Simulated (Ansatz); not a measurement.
This geometry of CH5BFNS (10 atoms, charge 0, multiplicity 1) is a first-order saddle point.

These are results of RKS LDA/6-31G* (Ansatz), not measurements.

```xyz
10
Properties=species:S:1:pos:R:3
B -0.151 1.263 1.035
N 0.147 -0.072 0.769
C 0.354 -0.770 -0.454
F -0.447 -1.883 -0.465
S -0.006 0.239 -1.939
H -0.241 1.575 2.197
H -0.285 2.043 0.128
H 0.305 -0.702 1.565
H 1.402 -1.126 -0.526
H -0.995 -0.618 -2.308
```

(1) Which two structures does it join? (They come from a converged band through this point; their orientation in space is the band's.)

(2) How far does it lie above each of them?

Answers

(1) No bond is made or broken. The dihedral F4–C3–S5–H10 goes from -61 to 74°.

Initial state:

```xyz
10
Properties=species:S:1:pos:R:3
B 0.087 1.289 1.047
N 0.215 -0.074 0.803
C 0.046 -0.797 -0.409
F -0.911 -1.763 -0.221
S -0.424 0.324 -1.758
H 0.262 1.680 2.174
H -0.176 2.031 0.132
H 0.437 -0.708 1.578
H 0.978 -1.330 -0.688
H -0.432 -0.704 -2.654
```

Final state:

```xyz
10
Properties=species:S:1:pos:R:3
B -0.075 1.223 0.874
N 0.179 -0.132 0.686
C 0.366 -0.918 -0.493
F -0.337 -2.084 -0.304
S -0.100 -0.105 -2.028
H -0.178 1.603 2.015
H -0.179 1.957 -0.075
H 0.274 -0.732 1.514
H 1.433 -1.195 -0.632
H -1.302 0.333 -1.554
```

(2) 0.145 eV above the first and 0.141 eV above the second. This is the barrier of this one path; another mechanism may lie lower.

The run took 120 s on 1 thread of Intel(R) Xeon(R) Processor @ 2.70GHz, on a shared host, peak memory 0.18 GiB.
